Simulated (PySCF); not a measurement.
## What an electron can do to AsO

r²SCAN in PySCF with def2-TZVPPD on every atom, for the lowest determinant that a PBE0 search found; no spin–orbit coupling.

```tsv
species	state (unpaired electrons)	Re (Å)	ωe (cm⁻¹)	energy of the minimum from the neutral (eV)	De (eV)	dissociates to
AsO	doublet (π ↑)	1.624	1004	0.00	5.01	As + O
AsO⁺	singlet (closed shell)	1.566	1150	8.46	6.68	As⁺ + O
AsO⁻	triplet (π ↑↑)	1.696	835	-1.44	4.93	As + O⁻
```

Task: Work out the lowest energy to break AsO into atoms, from its vibrational ground state.

Result: D0 = De − ωe/2 = 5.01 − 0.06 = 4.95 eV (r²SCAN/def2-TZVPPD).

Task: Work out the ionisation energy of the As atom at this level and the threshold of dissociative ionisation.

Result: IE(As) = 8.46 + 6.68 − 5.01 = 10.13 eV, so As⁺ + O + e⁻ appears at D0 + IE(As) = 15.08 eV (r²SCAN/def2-TZVPPD). The measured IE(As) is 9.789 eV (NIST ASD).

Task: Work out the electron affinity of the O atom and the threshold of dissociative attachment.

Result: EA(O) = 5.01 − 4.93 − (-1.44) = 1.52 eV, so As + O⁻ needs D0 − EA(O) = 3.43 eV (r²SCAN/def2-TZVPPD). The measured EA(O) is 1.461 eV.

Task: At which energy does ion-pair formation open?

Result: As⁺ + O⁻ lies at D0 + IE(As) − EA(O) = 13.56 eV (r²SCAN/def2-TZVPPD).

These are thermodynamic thresholds; the onsets seen under electron impact lie higher where the geometry changes, and cross-sections peak well above them.

Spin–orbit coupling is left out. For an ion De counts to the pair picked by the measured ionisation energies or electron affinities, which need not be the lowest pair at this level. The highest Kohn–Sham level is positive in this anion. Much of that is self-interaction error, but it also means that the finite basis helps to hold the extra electron. States were picked by a PBE0 search and need not be the measured ground states.
